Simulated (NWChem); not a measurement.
## Atomisation of sulfur tetrafluoride (F$_{4}$S)

SMILES: FS(F)(F)F
```xyz
5

F      0.0000     1.2294     0.6250
S      0.0000     0.0000    -0.3880
F      1.6694     0.0000    -0.2801
F     -1.6694     0.0000    -0.2801
F      0.0000    -1.2294     0.6250
```
Charge 0, spin multiplicity 1.

The numbers come from NWChem runs, not from measurements. The geometry was optimised at B3LYP/def2-SVP, a minimum by its harmonic frequencies.

Basis set: def2-TZVP. The atomisation energy is electronic alone: no zero-point, thermal, spin-orbit or counterpoise terms. No value is extrapolated to the basis-set limit. Free atoms are single determinants with multiplicities F 2, S 3. Correlated methods freeze the same cores in atoms and molecule, 9 orbitals in all.

```csv
method,atomisation energy (kcal/mol),relative cost
r2SCAN,337.9,under 3
BLYP,339.8,under 3
CAM-B3LYP,328.0,10
PBE,361.3,1
MP2,337.3,4
PBE0,324.6,under 3
HF,145.0,under 3
LDA (SVWN5),449.7,under 3
B3LYP,320.9,under 3
```

The values span 304.7 kcal/mol, from HF (lowest) to LDA (SVWN5) (highest). Costs are rough ratios of processor time within this set of runs, SCF included, with PBE as 1. Costs are the molecule's.

B3LYP has NWChem's definition, with VWN1-RPA local correlation. GW and range-separated runs recompute their integrals, the others keep them in memory, which bears on the times. No SCF solution was tested for a lower state. Open-shell Hartree-Fock references start from PBE0 orbitals; any time given for them includes that run.
